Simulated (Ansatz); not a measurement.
`O=C=[N][GeH]([F])[Cl]` + CH₃NH₂ → `C[NH][GeH]([F])[Cl]` + `N=C=O` at 700 K and 1 bar (ligand exchange at a Ge–N bond).

Gas-phase electronic energies from Ansatz, PBE0-D4/def2-TZVP geometries. CBS: MP2 limit from def2 TZ/QZ plus the TZ coupled-cluster correction, frozen cores. This one scheme is used for every species. For Ge outer-core shells are correlated without core-valence functions, which leaves a few kJ/mol of doubt a bond. Scalar relativity is left out up to krypton. Each species was taken in one conformer, which may not be the lowest.

```tsv
species	CCSD(T)/CBS energy (Eh)	H − E (kJ/mol)	S (J/(mol·K))
`O=C=[N][GeH]([F])[Cl]`	-2804.31074	137.1	475.5
CH₃NH₂	-95.75281	207.6	296.6
`C[NH][GeH]([F])[Cl]`	-2731.53480	252.2	483.6
`N=C=O`	-168.51995	89.3	283.6
```

H − E and S are ideal-gas, rigid-rotor, harmonic terms from PBE0-D4/def2-TZVP, for one conformer and one mirror image of each species. 1 Eh = 2625.50 kJ/mol, R = 8.31446 J/(mol·K).

By hand: ΔE, ΔH, ΔS and ΔG.

ΔE = (-2731.53480) + (-168.51995) − (-2804.31074) − (-95.75281) = 0.00880 Eh = 23.1 kJ/mol. Δ(H − E) = 252.2 + 89.3 − 137.1 − 207.6 = -3.2, so ΔH = 19.9 kJ/mol. ΔS = 483.6 + 283.6 − 475.5 − 296.6 = -4.9 J/(mol·K). ΔG = 19.9 − 700 × (-4.9)/1000 = 23.3 kJ/mol.

By hand: the equilibrium constant, and the temperature at which ΔG would vanish if ΔH and ΔS stayed fixed.

log₁₀ K = −ΔG/(RT ln 10) = -1.7. ΔH and −TΔS have one sign here, so there is no such temperature.

The number of gas molecules stays the same, so ΔS is small and ΔH decides. A doubt of 5 kJ/mol in ΔE shifts log₁₀ K by 0.4 here. Other conformers and mirror images would add mixing entropy, several J/(mol·K) or more a flexible species. Modes under 60 cm⁻¹, often nearly free rotors, make the harmonic entropy too high. These are equilibria of isolated gas molecules and say nothing of rates. Largest T1 diagnostic: 0.018 (customary marks: 0.02 for closed shells, 0.045 for open ones).

ΔS is within the doubt of such terms, so its sign, and with it that verdict, could turn.
